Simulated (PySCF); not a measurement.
## Gas-phase XPS of cyclo-(F2SiS)4, computed

Compound: cyclo-(F2SiS)4.
Z-matrix (Å and degrees, PBE0-D3(BJ)/def2-SVP geometry), rows numbered from 1:
```
Si
F   1  1.6058
F   1  1.6004  2  108.18
S   1  2.1190  2  109.08  3  -118.44
Si  4  2.1220  1  101.24  2    -7.68
F   5  1.6000  4  111.79  1    67.08
F   5  1.6011  4  103.17  1  -176.46
S   5  2.1195  4  117.48  1   -53.38
Si  8  2.1189  5  102.66  4   -58.44
F   9  1.5999  8  104.76  5  -175.47
F   9  1.6020  8  111.53  5   -58.54
S   9  2.1228  8  117.60  5    60.02
Si 12  2.1170  9  101.86  8    51.06
F  13  1.6055 12  109.31  9     8.33
F  13  1.6001 12  109.09  9   126.38
S   1  2.1184  2  111.93  3   113.97
```

Method: delta-SCF UKS SCAN, pcX-2 on the ionised atom, pcseg-1 elsewhere, spin-free X2C in PySCF. Each binding energy is the total energy of the core-ionised species, with the hole localised on one atom, minus that of the ground state; both are solved self-consistently, so orbital relaxation is included.

Q: Give the core binding energies atom by atom.

A: 
```csv
atom(s),environment,level,binding energy (eV),2p1/2 (eV),count
S4/S8/S12/S16,sulfur bonded to 2 Si,S 1s,2478.11,–,4
Si1/Si5/Si9/Si13,silicon bonded to 2 F and 2 S,Si 1s,1850.68,–,4
F2 (×8),fluorine bonded to Si,F 1s,693.64,–,8
Si1/Si5/Si9/Si13,silicon bonded to 2 F and 2 S,Si 2p3/2,110.48,111.10,4
```

Q: Which photon energy gives electrons from Si 1s of Si1/Si5/Si9/Si13 a kinetic energy of 100 eV, and what is their de Broglie wavelength?

A: hν = 1850.68 + 100 = 1950.68 eV, recoil neglected; λ = 12.264 Å/√(E/eV) = 1.23 Å.

Topologically equivalent atoms share the value of their first member; where this conformer doesn't relate them by symmetry, their own values could differ. Not every level is listed. Spin–orbit coupling isn't in the SCF: each 2p doublet comes from a relaxed spin-free hole plus a matrix of the shell (mean-field spin–orbit coupling and the ground-state 2p splitting), with 2p3/2 averaged over its two sublevels. 2p1/2 minus 2p3/2 (ligand field included): Si 0.63 eV. One conformer (not necessarily the lowest) at the PBE0-D3(BJ)/def2-SVP geometry, without solvent, vibrations or thermal averaging.
